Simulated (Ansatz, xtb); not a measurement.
# Relative energy of two structures of GeH2Si2Zn

We compare X, a singlet given by its coordinates, with Y, a singlet given by its coordinates. Both are isolated molecules in the gas phase, relaxed with PBE0-D3(BJ)/pcseg-1.

X (Å):

```json
{"atom": "Ge", "x (Å)": "-3.9293", "y (Å)": "1.0342", "z (Å)": "2.5826"}
{"atom": "Si", "x (Å)": "-3.8264", "y (Å)": "-0.1504", "z (Å)": "0.5591"}
{"atom": "Si", "x (Å)": "-1.9489", "y (Å)": "-0.9428", "z (Å)": "1.5651"}
{"atom": "Zn", "x (Å)": "-2.1221", "y (Å)": "-0.0742", "z (Å)": "3.7913"}
{"atom": "H", "x (Å)": "-0.7179", "y (Å)": "-0.7600", "z (Å)": "0.7125"}
{"atom": "H", "x (Å)": "-3.9930", "y (Å)": "2.5653", "z (Å)": "2.2758"}
```

Close contacts (Å): Ge1–Si2 2.35, Ge1–Zn4 2.44, Si2–Si3 2.27, Si3–Zn4 2.40, Ge1–H6 1.56, Si3–H5 1.51.

Y (Å):

```xyz
6

Ge   -4.6363    0.0734    3.8310
Si   -3.1617    0.0072    1.9230
Si   -2.6420    1.2897    3.5833
Zn   -2.4908   -0.7316   -0.2109
H    -2.0468   -1.2185   -1.6194
H    -1.5806    2.2519    4.0138
```

Close contacts (Å): Ge1–Si2 2.41, Ge1–Si3 2.35, Si2–Si3 2.16, Si2–Zn4 2.36, Si3–H6 1.50, Zn4–H5 1.55.

Energies in hartree; the thermal terms are from PBE0-D3(BJ)/pcseg-1 harmonic frequencies (ideal gas, rigid rotor, one conformer each, 298.15 K, 1 atm) and include the zero-point energy:

|  | X | Y |
| --- | --- | --- |
| E, CCSD(T)/def2-SVP | −4432.223141 | −4432.229793 |
| E, MP2/def2-SVP | −4432.193550 | −4432.202079 |
| E, MP2/def2-TZVPP | −4433.431257 | −4433.440963 |
| zero-point energy | 0.017392 | 0.016972 |
| H(298 K) − E | 0.025217 | 0.024932 |
| G(298 K) − E | −0.015362 | −0.017099 |

Correct the CCSD(T) difference for the basis set by the MP2 change, then work out ΔE, ΔE₀, ΔH and ΔG for X → Y in kcal/mol (1 Eh = 627.51 kcal/mol) and the equilibrium ratio [Y]/[X].

1. Differences Y − X: CCSD(T) −0.006652, MP2 in the small set −0.008529, MP2 in the large set −0.009706 Eh.
2. ΔE = −0.006652 + (−0.009706 − (−0.008529)) = −0.007829 Eh = −4.91 kcal/mol.
3. ΔE₀ = ΔE + ΔZPE = −0.007829 + (−0.000420) Eh = −5.18 kcal/mol.
4. ΔH = ΔE + (−0.000285) Eh = −5.09 kcal/mol.
5. ΔG = ΔE + (−0.001737) Eh = −6.00 kcal/mol, so ΔS = (ΔH − ΔG)/T = +12.8 J/(mol K).
6. kT = 0.9442 mEh, so K = [Y]/[X] = exp(−ΔG/kT) = exp(+10.13) ≈ 2.5 × 10^4.

Structure Y is favoured at this temperature. An error of 1 kcal/mol in ΔG would change K by a factor of 5.4. Large T1 diagnostics make the coupled-cluster value less sure. Mirror images and further conformers aren't counted.

Other levels gave ΔE = −6.0 (PBE0-D3(BJ)/pcseg-1); −16.8 (HF/def2-SVP); −5.4 (MP2/def2-SVP); −4.2 (CCSD(T)/def2-SVP) kcal/mol. The correlated steps freeze 24 core orbitals; the filled d shell of Ge is correlated; the last core shell of Zn is correlated, in a basis made for valence electrons. Programs: Ansatz 0.2.0.
